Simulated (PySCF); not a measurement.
Run record: geometry optimisation, `[SiH3][Si@H]1C=[CH][GeH2]1`.

Computed with PBE0-D3(BJ)/def2-SVP geometry optimisation, gas phase (PySCF 2.14.0). Start geometry: GFN2-xTB. The command runs a driver script over a list of jobs; the input below is this job's line of settings and its coordinates in Å.

Command:
```bash
OMP_NUM_THREADS=1 python probes_run.py task.json out
```

Input:
```
{"job": {"xc": "PBE0", "basis": "def2-SVP", "d3": "d3bj", "grid": 1, "shake": 0.01, "kind": "geom"}, "charge": 0, "multiplicity": 1}
Si     2.407230     0.499930    -0.226240
Si     0.250220    -0.165980    -0.823850
C     -0.630470    -1.442210     0.270410
C     -1.668910    -0.856170     0.787380
Ge    -1.685330     0.958090     0.028770
H      2.723090     1.800140    -0.878770
H      2.540270     0.709310     1.214940
H      3.415550    -0.440870    -0.653080
H      0.088920    -0.503240    -2.228150
H     -0.311370    -2.460540     0.505020
H     -2.387480    -1.375860     1.471120
H     -3.003680     1.266060    -0.641510
H     -1.732190     1.994440     1.163640
```

Output:
```
step   0  E = -2735.86020785  max force = 0.060227
step   1  E = -2735.87172127  max force = 0.010386
step   2  E = -2735.87207936  max force = 0.002730
step   3  E = -2735.87215145  max force = 0.002064
step   4  E = -2735.87219458  max force = 0.001343
step   5  E = -2735.87224211  max force = 0.000893
step   6  E = -2735.87227830  max force = 0.000609
step   7  E = -2735.87230808  max force = 0.000579
step   8  E = -2735.87232259  max force = 0.000463
step   9  E = -2735.87233018  max force = 0.000441
optimisation converged
```

Energies in Eh; «max force» is the largest Cartesian gradient component in Eh/bohr.

**Question.** How much energy does the optimisation release, in kcal/mol?

**Answer.** E(step 0) − E(last step) = 0.012122 Eh, which is 7.6 kcal/mol.

**Question.** Give the first gradient maximum in eV/Å.

**Answer.** With 1 Eh/bohr = 51.422 eV/Å, 3.097 eV/Å.

In short: final energy -2735.87233 Eh after 9 steps; dipole 0.51 D.

**Question.** Where do the atoms end?

**Answer.** 0.156 Å rms from the input after alignment:
```
atom  x, y, z in Å
Si1    2.2875    0.5425   -0.2798
Si2    0.1418   -0.1628   -0.9019
C3    -0.5842   -1.4839    0.2438
C4    -1.6027   -0.8880    0.9051
Ge5   -1.6993    0.9298    0.1601
H6     2.6483    1.8062   -0.9961
H7     2.3054    0.8033    1.1930
H8     3.3233   -0.4909   -0.5963
H9     0.0964   -0.4653   -2.3690
H10   -0.2778   -2.5234    0.4229
H11   -2.2024   -1.3849    1.6795
H12   -2.9843    1.2264   -0.6362
H13   -1.4613    2.0749    1.1645
```

Time: 97 s wall; peak memory 0.55 GiB. Hardware: one thread, Arm Neoverse V1 (aarch64), shared host.
Labels such as C1 count atoms from 1, the log's own numbers from 0.
